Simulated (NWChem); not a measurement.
# SiHCl, singlet; SMILES [SiH]Cl

All runs: NWChem. Low-valent species are run as closed-shell singlets; no triplet was tried in these runs. All runs use the structure optimised with B3LYP/6-31G* (spherical d). Level: M05-2X/def2-SVP with SMD (1 M gas to 1 M solution), gas-phase geometry. Reactions with the solvent are ignored.

```csv
solvent,dielectric constant,solvation free energy (kcal/mol),cavity-dispersion-structure term (kcal/mol),dipole in solution (D)
water,78.4,-0.9,0.9,1.64
ethyl acetate,5.99,-2.9,-1.4,1.57
2-propanol,19.3,-3.3,-1.5,1.62
anisole,4.22,-2.7,-1.3,1.54
diethyl ether,4.24,-3.1,-1.7,1.54
chlorobenzene,5.70,-3.0,-1.5,1.57
benzene,2.27,-2.8,-1.8,1.46
```
